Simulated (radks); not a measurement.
Task: Radial electron density D(r) = 4 pi r^2 rho(r) of an atom or ion with 39 electrons. All-electron calculation, scalar-relativistic Kohn-Sham, PBE, spin-polarised, spherical densities, point nucleus. Program: a radial shooting solver on a logarithmic mesh with Libxc functionals.

```
   r/bohr * D(r) (the largest magnitude, 65.7, reaches the edge; | marks zero)
 0.004912 |         *
 0.005672 |            *
 0.006551 |               *
 0.007505 |                  *
 0.008668 |                     *
  0.01001 |                         *
  0.01156 |                             *
  0.01324 |                                 *
   0.0153 |                                     *
  0.01767 |                                        *
   0.0204 |                                          *
  0.02337 |                                           *
  0.02699 |                                           *
  0.03117 |                                          *
    0.036 |                                        *
  0.04125 |                                      *
  0.04764 |                                     *
  0.05502 |                                     *
  0.06303 |                                        *
  0.07279 |                                            *
  0.08407 |                                                 *
  0.09709 |                                                     *
   0.1112 |                                                      *
   0.1285 |                                                   *
   0.1484 |                                              *
   0.1713 |                                       *
   0.1963 |                                  *
   0.2267 |                                 *
   0.2618 |                                    *
   0.2999 |                                       *
   0.3464 |                                         *
   0.4001 |                                      *
    0.462 |                               *
   0.5293 |                      *
   0.6113 |              *
    0.706 |          *
   0.8153 |         *
   0.9341 |        *
    1.079 |        *
    1.246 |      *
    1.439 |    *
    1.648 |  *
    1.904 | *
    2.199 |*
    2.519 |*
    2.909 |*
     3.36 |*
     3.88 *
    4.445 *
    5.134 *
    5.929 *
    6.847 *
    7.845 *
```

What is the nuclear charge?

Result: Z = 42. The innermost maximum, from 1s, lies near gamma/Z bohr with gamma = sqrt(1 - (Z/c)^2) = 0.952, here 0.0227 bohr (found: 0.0247), and its height grows with Z. The density is that of the molybdenum ion Mo3+ in [Kr] 4d1 5p2; the configuration itself is not fixed sharply by these data, and Z only to a few units. D(r) has 3 maxima, at r = 0.0247, 0.109, 0.341 bohr, and minima at 0.0496, 0.220 bohr, inside which lie 2.03, 11.08 electrons.
